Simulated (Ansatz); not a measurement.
A run of Ansatz (development build ahead of 0.2.0) on doublet CuC at this shape:

```yaml
atoms:
  - { symbol: Cu, position_ang: [0.0000, 0.0000, 0.0000] }
  - { symbol: C, position_ang: [0.0000, 0.0000, 1.9136] }
```

Its results:

```yaml
Converged: yes
Total_energy: -1676.65857 hartree
Spin_squared_of_the_determinant: 2.605
Stability_test: minimum
```

Problem. Which input gives this output? Name the method, the orbitals and the basis set, and write the input.

Solution. UHF in pcseg-2.

```yaml
crystal:
  periodic: [false, false, false]
  atoms:
    - { symbol: Cu, position_ang: [0.0, 0.0, 0.0] }
    - { symbol: C, position_ang: [0.0, 0.0, 1.9136] }
basis:
  gaussian: { orbitals: pcseg-2 }
magnetization:
  spin_polarized: true
  initial_magnetization: 1
hamiltonian:
  xc: hf
```

Caution: the unrestricted determinant is a mixture of spin states.
